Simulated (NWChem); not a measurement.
System: CH4AlClO; SMILES C[O][AlH][Cl]

NWChem input:

```
start job
memory heap 200 mb stack 900 mb global 1100 mb
geometry units angstroms noautoz
  Al    -0.855586     0.268518     0.000637
  H     -2.299911     0.801890     0.287882
  Cl     0.701033     1.566531    -0.566330
  O     -0.543511    -1.379053     0.149164
  C      0.472956    -2.318697     0.024534
  H      1.435609    -1.867785    -0.277821
  H      0.631931    -2.844414     0.982119
  H      0.204703    -3.079627    -0.728888
end
basis spherical
  Al library def2-tzvp
  H library def2-tzvp
  Cl library def2-tzvp
  O library def2-tzvp
  C library def2-tzvp
end
dft
  xc becke88 lyp
  iterations 150
  mulliken
end
task dft energy
```

Coordinates come from a PBE0/def2-SVP optimisation.

### Question
What results follow from this input? (BLYP/def2-TZVP.) Quantities: energy (Ha); highest occupied level (eV); orbital gap (eV); dipole (D).

### Answer
```
Property                       Value
---------------------------  -------
energy (Ha)                  -818.51
highest occupied level (eV)    -6.82
orbital gap (eV)                5.40
dipole (D)                      1.11
```
